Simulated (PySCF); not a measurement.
## PbF⁻ from Hartree–Fock to correlated methods

State: ³Σ⁻ (triplet), unpaired electrons π ↑↑. Set-up: Pb aug-cc-pVDZ-PP with ECP60, F aug-cc-pVDZ; scalar-relativistic core potentials (PySCF 2.14). De refers to Pb + F⁻ in their high-spin ground configurations, without counterpoise correction. The functionals are run spin-unrestricted. A positive dipole points towards F; it is taken about the centre of mass and depends on that origin. Levels whose curve was spin-contaminated or gave no clean fit are not listed.

| Level | Re (Å) | ωe (cm⁻¹) | De (eV) | μ (D) | CPU s a point (SCF and correlation, without the integrals) |
| --- | --- | --- | --- | --- | --- |
| UHF | 2.169 | 400 | n/a | -3.52 | 0.23 |
| UHF-MP2 | 2.181 | 399 | 2.37 | n/a | 0.45 |
| UHF-SCS-MP2 | 2.188 | 393 | 2.30 | n/a | n/a |
| PBE | 2.205 | 383 | 2.52 | -3.11 | 0.97 |
| PBEsol | 2.178 | 403 | 2.70 | -2.92 | 0.67 |
| r²SCAN | 2.178 | 403 | 2.64 | -3.08 | 1.4 |
| PBE0 | 2.178 | 401 | 2.49 | -3.22 | 1.5 |
| r²SCAN0 | 2.164 | 412 | n/a | -3.22 | 1.5 |
| MN15 | 2.177 | 402 | 2.50 | -3.44 | 1.5 |

(1) What does a quarter of exact exchange do here, going from PBE to PBE0?

(2) What does second-order correlation do here, going from UHF to UHF-MP2?

Correlated steps freeze 5 core orbitals. Correlated levels converge slowly with the basis: in double zeta they bind strong bonds too weakly, by up to about 1 eV, and carry superposition errors of some tenths. These are scalar-relativistic numbers at best; spin–orbit coupling would shift them, the dissociation energy most. For an ion De counts to the pair picked by the measured ionisation energies or electron affinities, which need not be the lowest pair at this level. The highest Kohn–Sham level is positive in this anion. Much of that is self-interaction error, but it also means that the finite basis helps to hold the extra electron. The state was picked by a PBE0 search and need not be the measured ground state.

The whole job (state search and all levels along the bond) took about 3.9 min on 1 thread of Arm Neoverse N1 (shared host), peak memory 0.69 GiB.

## Answers

(1) PBE0 less PBE: -2.7 pm in Re, +4.7 % in ωe, -0.03 eV in De. Exact exchange removes part of the self-interaction that spreads semilocal densities, and in most molecules shortens and stiffens the bond and lowers De; so it does here.

(2) UHF-MP2 less UHF: +1.2 pm in Re, -0.2 % in ωe. Correlation nearly always deepens the well. The bond lengthens, as in strong covalent bonds, where excitations into antibonding orbitals dominate.
